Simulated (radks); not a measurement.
Results of a calculation; reference values are marked as such.
How relativity changes the ionisation of the nitrogen ion N+ ([He] 2s2 2p2) to N2+ ([He] 2s2 2p1). Spin-unpolarised spherical Kohn-Sham, LDA (Slater exchange, Perdew-Wang correlation), point nucleus unless stated (finite: rms radius 2.5582 fm), a radial shooting solver on a logarithmic mesh with Libxc functionals. A level marked "c x" has the speed of light scaled by that factor and shares open shells by 2j + 1; other Dirac levels either fill j = l - 1/2 first or share by 2j + 1.

\begin{tabular}{lrrrrr}
level & E(N+) (hartree) & E(N2+) (hartree) & IE (eV) & HOMO & <r> HOMO (bohr) \\ \hline
non-rel. & -53.51836 & -52.45346 & 28.978 & 2p & 1.273 \\
scalar-rel. & -53.54997 & -52.48526 & 28.972 & 2p & 1.273 \\
scalar-rel., finite nucleus & -53.54996 & -52.48525 & 28.972 & 2p & 1.273 \\
Dirac, 2j+1 shares & -53.54997 & -52.48526 & 28.972 & 2p3/2 & 1.274 \\
Dirac, low j first & -53.55116 & -52.48599 & 28.985 & 2p1/2 & 1.273 \\
Dirac, 2j+1 shares, finite nucleus & -53.54997 & -52.48525 & 28.972 & 2p3/2 & 1.274 \\
Dirac, c x 1.25 & -53.53858 & -52.47380 & 28.974 & 2p3/2 & 1.274 \\
Dirac, c x 5 & -53.51962 & -52.45473 & 28.977 & 2p3/2 & 1.273 \\
Dirac, c x 10 & -53.51868 & -52.45377 & 28.977 & 2p3/2 & 1.273 \\
\end{tabular}

NIST Atomic Spectra Database: 29.601 eV (semi-empirical). The relativistic part of the total energy of N+ is -0.03161 hartree (Dirac, 2j+1 shares, finite nucleus), 0.059 % of the non-relativistic value. Spin polarisation and multiplet splitting of open shells are left out at every level.

Beside tabulated values, note that spin-unpolarised runs miss the spin-polarisation part of the exchange energy of open shells.
